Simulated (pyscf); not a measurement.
PySCF, gas phase, ωB97X-D3(BJ)/def2-SVP geometries. Correlated levels are frozen-core, on RHF or UHF. ΔMP2 is the change of the MP2 total energy from the triple- to the quadruple-zeta basis. Singlets are restricted, triplets unrestricted.

Singlet (Å):
```xyz
3

S      0.3879    -0.5372    -0.3433
In     2.1105     1.2490    -0.3532
H      0.4441    -0.6031     1.0044
```

Triplet (Å):
```xyz
3

S      0.4184    -0.5137    -0.3166
In     2.1037     1.2458    -0.4082
H      0.4120    -0.6428     1.0260
```

### Question
For these two minima of HS–In (SMILES [SH][In]), which spin state lies lower at CCSD(T)/def2-TZVPP + ΔMP2(QZVPP), and by how much (electronic energies)?

### Answer
The singlet, by 269.7 kJ/mol. Zero-point energy shifts E(triplet) − E(singlet) by +0.9 kJ/mol. 

E(triplet) − E(singlet) by level (kJ/mol):

```csv
level,gap
ωB97X-D3(BJ)/def2-TZVP,+269.8
PBE/def2-TZVP,+261.8
r²SCAN/def2-TZVP,+248.7
B3LYP-D3(BJ)/def2-TZVP,+268.8
PBE0-D3(BJ)/def2-TZVP,+253.2
M06-2X/def2-TZVP,+245.3
ωB97M-D3(BJ)/def2-TZVP,+266.1
HF/def2-TZVP,+186.5
MP2/def2-QZVPP,+281.6
CCSD/def2-TZVPP,+257.3
CCSD(T)/def2-TZVPP,+259.8
CCSD(T)/def2-TZVPP + ΔMP2(QZVPP),+269.7
```

The triplet is the lowest one reached from the SCF start used. The CCSD(T) − MP2 part came from Ansatz, without density fitting, on the same reference. The frozen core leaves the outer d or s,p core shells of the metals and heavy elements correlated in the MP2 and CC values, and def2-TZVPP describes them poorly, which can shift differences by a few kcal/mol. Elements past Kr carry the def2 core potentials, without spin-orbit coupling.
